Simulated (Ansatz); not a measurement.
`C[SiH2][AsH2]` + `C=CC(=C)CC` → `C=C[SiH2][AsH2]` + `C=C(C)CC`  (formal exchange of groups at the Si–C bond)

Isolated molecules relaxed with PBE0-D4/def2-TZVP in Ansatz; ΔE leaves out vibrations. CCSD(T)/CBS is the MP2 limit (def2-TZVPP, def2-QZVPP) plus CCSD(T) − MP2 in def2-TZVPP, frozen cores. Functionals use def2-TZVPP. For As outer-core shells are correlated without core-valence functions, which leaves a few kJ/mol of doubt a bond. Scalar relativity is left out up to krypton. One conformer a species, not always the lowest.

```csv
level,ΔE (kJ/mol)
ωB97X-V,20.2
ωB97M-V,20.8
PBE,24.7
SCS-MP2/def2-QZVPP,21.5
```

Question: What does CCSD(T)/CBS give? (Estimate.)

Answer: The calculation gave: +22.2 kJ/mol. The listed levels differ from it by -2.0, -1.4, 2.5, -0.7 kJ/mol.

Largest T1 diagnostic among the species: 0.012.

In def2-TZVPP, CCSD(T) changes the Hartree–Fock value by +6.7 kJ/mol (the triples alone add +1.8 kJ/mol) and MP2 by +9.3 kJ/mol.
